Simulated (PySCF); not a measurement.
2,2-difluoro-1-silylethanone (C₂H₄F₂OSi), SMILES O=C([SiH3])C(F)F. Heavy atoms are numbered as in [O:1]=[C:2]([SiH3:3])[CH:4]([F:5])[F:6]. Hydrogens are named by the atom that carries them.

The structure is a stationary point at PBE-D3(BJ)/def2-SVP. The values are those of a single conformer.

Computed with PBE/def2-TZVP (PySCF).

ESP charges are fitted to the potential on shells at 1.4 to 2.0 van der Waals radii. Atomic charges (e), one atom of each kind:

```csv
atom,Mulliken,Löwdin,ESP fit
O1,-0.21,0.18,-0.37
C2,0.09,-0.41,0.37
Si3 (SiH3),0.09,0.28,0.07
C4 (CH),0.24,-0.48,0.19
F5,-0.16,0.18,-0.17
H on Si3,0.00,-0.02,-0.01
H on C4,0.09,0.13,0.10
```

Task: Give the Mayer and Wiberg (Löwdin basis) orders of the bonds. (The exact figures need the calculation; the answer reports its results.)

Result: 
```csv
bond,Mayer,Wiberg
O1–C2,2.06,2.72
C2–Si3,0.92,1.04
C2–C4,0.87,1.16
C4–F5,1.09,1.73
C4–F6,1.09,1.73
```
